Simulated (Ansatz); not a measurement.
The cluster Sn₂O₆, 8 atoms. Hardware: 4 threads of Arm Neoverse V1 on a shared host.

In the def2 sets Sn takes a core potential; there is no spin–orbit coupling. Correlated methods freeze 14 core orbitals; core or outer-core shells of Sn are correlated, in sets that lack core-valence functions.

How many basis functions does each of these Ansatz runs have, and roughly what does it cost? PBE-D4/def2-TZVPD, charge 0 singlet, energy, from earlier orbitals; ωB97X-V/def2-TZVP, charge 0 singlet, energy, from earlier orbitals; ωB97X-V/def2-TZVP, charge 1 doublet at the geometry of the charge 0 singlet, energy, from earlier orbitals; PBE-D4/def2-TZVP, charge 1 doublet at the geometry of the charge 0 singlet, energy, from earlier orbitals; CCSD(T)/def2-SVP, charge 0 singlet, energy, from earlier orbitals; PBE0-D4/def2-TZVPD, charge 0 singlet, energy, from earlier orbitals; PBE0-D4/def2-SVP, charge 0 singlet, energy, from earlier orbitals; CCSD(T)/def2-SVP, charge 1 doublet at the geometry of the charge 0 singlet, energy, from earlier orbitals; ωB97X-V/def2-TZVPD, charge 0 singlet, energy, from earlier orbitals; r2SCAN-D4/def2-TZVP, charge 0 singlet, energy, from earlier orbitals; PBE0-D4/def2-TZVP, charge 0 singlet, energy, from earlier orbitals; PBE-D4/def2-TZVP, charge 0 singlet, energy and forces, from earlier orbitals.

Other jobs shared the machine, so times can vary by a factor of up to 3. A dash marks memory too small to be measured apart from the calling script's.

| run | functions | fitting or Cholesky vectors | wall time | peak host memory (GiB) |
| --- | --- | --- | --- | --- |
| PBE0-D4/def2-SVP, charge 0 singlet, energy, from earlier orbitals | 136 | 1463 | 2.9 s | – |
| PBE-D4/def2-TZVP, charge 0 singlet, energy and forces, from earlier orbitals | 286 | 1682 | 5.5 s | – |
| PBE-D4/def2-TZVPD, charge 0 singlet, energy, from earlier orbitals | 352 | 1912 | 7.5 s | 0.77 |
| PBE0-D4/def2-TZVP, charge 0 singlet, energy, from earlier orbitals | 286 | 1828 | 8.5 s | 1.2 |
| r2SCAN-D4/def2-TZVP, charge 0 singlet, energy, from earlier orbitals | 286 | 1682 | 9.5 s | – |
| PBE-D4/def2-TZVP, charge 1 doublet at the geometry of the charge 0 singlet, energy, from earlier orbitals | 286 | 1682 | 10 s | – |
| PBE0-D4/def2-TZVPD, charge 0 singlet, energy, from earlier orbitals | 352 | 2080 | 13 s | 1.7 |
| ωB97X-V/def2-TZVP, charge 0 singlet, energy, from earlier orbitals | 286 | 1770 | 18 s | 1.4 |
| ωB97X-V/def2-TZVPD, charge 0 singlet, energy, from earlier orbitals | 352 | 2032 | 28 s | 2 |
| CCSD(T)/def2-SVP, charge 0 singlet, energy, from earlier orbitals | 136 | 1463 | 61 s | 1.3 |
| ωB97X-V/def2-TZVP, charge 1 doublet at the geometry of the charge 0 singlet, energy, from earlier orbitals | 286 | 1770 | 1.8 min | 2.6 |
| CCSD(T)/def2-SVP, charge 1 doublet at the geometry of the charge 0 singlet, energy, from earlier orbitals | 136 | 1462 | 5.7 min | 3.5 |
